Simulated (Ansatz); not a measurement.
Mulliken charges of C3H5Al, SMILES `C[C]1=[CH][AlH]1` from r2SCAN/def2-TZVPP in Ansatz (PBE0-D4/def2-TZVP geometry).

```json
{"atom": "C1", "x (Å)": "0.274", "y (Å)": "0.857", "z (Å)": "-1.066", "charge (e)": "-0.141"}
{"atom": "C2", "x (Å)": "-0.037", "y (Å)": "0.036", "z (Å)": "0.130", "charge (e)": "-0.131"}
{"atom": "C3", "x (Å)": "0.035", "y (Å)": "-1.320", "z (Å)": "0.305", "charge (e)": "-0.258"}
{"atom": "Al4", "x (Å)": "-0.545", "y (Å)": "-0.481", "z (Å)": "1.846", "charge (e)": "0.434"}
{"atom": "H5", "x (Å)": "0.600", "y (Å)": "0.245", "z (Å)": "-1.915", "charge (e)": "0.036"}
{"atom": "H6", "x (Å)": "-0.602", "y (Å)": "1.437", "z (Å)": "-1.371", "charge (e)": "0.056"}
{"atom": "H7", "x (Å)": "1.059", "y (Å)": "1.584", "z (Å)": "-0.839", "charge (e)": "0.056"}
{"atom": "H8", "x (Å)": "0.345", "y (Å)": "-2.054", "z (Å)": "-0.439", "charge (e)": "0.041"}
{"atom": "H9", "x (Å)": "-1.040", "y (Å)": "-0.350", "z (Å)": "3.332", "charge (e)": "-0.094"}
```

Problem. By hand: the dipole of these point charges (1 e Å = 4.8032 D).

Solution. Σ q r = (-0.120, 0.133, 0.332) e Å, of length 0.377 e Å = 1.81 D.

Problem. How does the dipole of the full density compare? (Best estimate.)

Solution. Ansatz gave: (-0.029, 0.116, 0.056) e Å, 0.63 D; the point charges give 2.87 times that, at 41° from its direction.

Point charges leave out the atoms' own dipoles, such as those of lone pairs, and Mulliken's split depends on the basis, so the two needn't agree.
